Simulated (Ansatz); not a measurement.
One change: `[Cl][Ga]([Cl])[I]` becomes `[SiH3][Ga]([Cl])[Cl]`.

Ansatz, PBE0-D4/def2-TZVP geometries, multiplicity 1. 

Elements past krypton have def2 core potentials. Scalar relativity is left out up to krypton. Spin–orbit coupling is left out; it splits and shifts lone-pair levels of the heavy atoms by tenths of an eV.

```
                                        property  `[Cl][Ga]([Cl])[I]`
               LUMO energy (PBE/def2-TZVPP) / eV                -3.04
size of the dipole moment (B3LYP/def2-TZVPP) / D                 0.98
              LUMO energy (PBE0/def2-TZVPP) / eV                -2.17
             HOMO–LUMO gap (PBE/def2-TZVPP) / eV                 4.06
             HOMO energy (B3LYP/def2-TZVPP) / eV                -8.01
  size of the dipole moment (PBE/def2-TZVPP) / D                 0.96
```

Task: Give the same properties after the change, and the shifts. (An estimate is asked.)

Result: Ansatz gave: 
```json
{"property": "LUMO energy (PBE/def2-TZVPP) / eV", "`[SiH3][Ga]([Cl])[Cl]`": "-2.77", "shift": "0.27"}
{"property": "size of the dipole moment (B3LYP/def2-TZVPP) / D", "`[SiH3][Ga]([Cl])[Cl]`": "2.70", "shift": "1.72"}
{"property": "LUMO energy (PBE0/def2-TZVPP) / eV", "`[SiH3][Ga]([Cl])[Cl]`": "-2.04", "shift": "0.13"}
{"property": "HOMO–LUMO gap (PBE/def2-TZVPP) / eV", "`[SiH3][Ga]([Cl])[Cl]`": "4.47", "shift": "0.41"}
{"property": "HOMO energy (B3LYP/def2-TZVPP) / eV", "`[SiH3][Ga]([Cl])[Cl]`": "-8.19", "shift": "-0.18"}
{"property": "size of the dipole moment (PBE/def2-TZVPP) / D", "`[SiH3][Ga]([Cl])[Cl]`": "2.57", "shift": "1.61"}
```

With PBE0 the HOMO falls by 0.14 eV and the LUMO rises by 0.13 eV, so the gap widens by about 0.27 eV. PBE moves the HOMO by -0.15 eV and ωB97M-V by -0.03 eV. Dipoles are sizes alone; their direction can turn.

B3LYP here is the variant with VWN-RPA as its local correlation; programs differ in this.
